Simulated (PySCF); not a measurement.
[AsO2S2]3-: core ionisation energies

Compound: dithioarsenate(V) anion, AsO2S2 (charge -3).
SMILES with atom numbers: `[O-:1][As:2]([O-:3])(=[S:4])[S-:5]`

Computed with delta-SCF UKS SCAN, pcX-2 on the ionised atom, pcseg-1 elsewhere, spin-free X2C in PySCF 2.14.0. Binding energies are ΔSCF values: E(core-ionised, relaxed orbitals) − E(ground state) at a fixed geometry, referred to the vacuum level.

What binding energy does each computed site have?

| atom(s) | bonded to | level | binding energy (eV) | count |
| --- | --- | --- | --- | --- |
| O1/O3 | As | O 1s | 521.06 | 2 |
| S4/S5 | As | S 1s | 2460.49 | 2 |

Which photon energy gives electrons from S 1s of S4/S5 a kinetic energy of 50 eV, and what is their de Broglie wavelength?

hν = 2460.49 + 50 = 2510.49 eV, recoil neglected; λ = 12.264 Å/√(E/eV) = 1.73 Å.

The first atom of each set that the bonding makes equivalent was ionised and stands for the set. Not every level is listed. No level of arsenic is listed. The species carries charge -3, so core ionisation leaves charge -2. The basis sets have no added diffuse functions. Isolated species at its PBE0-D3(BJ)/def2-SVP geometry, gas phase. Whether so highly charged an anion holds all its electrons in the gas phase wasn't checked; a finite basis holds them in any case. No counter-ion or solvent screens the charge of this multiply charged ion.
